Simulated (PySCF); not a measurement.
HOSi, charge +1, multiplicity 1. Atoms are numbered in the order given.

```xyz
3

O      0.0000     0.0000     1.0330
Si     0.0000     0.0000    -0.4519
H      0.0000     0.0000    -1.9375
```
Charge +1, spin multiplicity 1.

Geometry optimised at PBE0-D3(BJ)/def2-TZVPD. The spin state was assumed, not searched. The isomer is the one that the SMILES or the coordinates give; other isomers of the formula were not compared.

All values below come from B3LYP/def2-TZVPD in PySCF.

Isolated molecule, no solvent.

Computed frontier levels, gap, dipole moment and polarisability:
```yaml
highest_occupied_level: -16.97 eV
lowest_empty_level: -10.33 eV
orbital_gap: 6.64 eV
dipole_moment_about_the_centre_of_nuclear_charge: 5.82 D
mean_static_polarisability: 22.0 bohr³ (3.26 Å³)
polarisability_principal_values: 17.9, 17.9, 30.3 bohr³
```
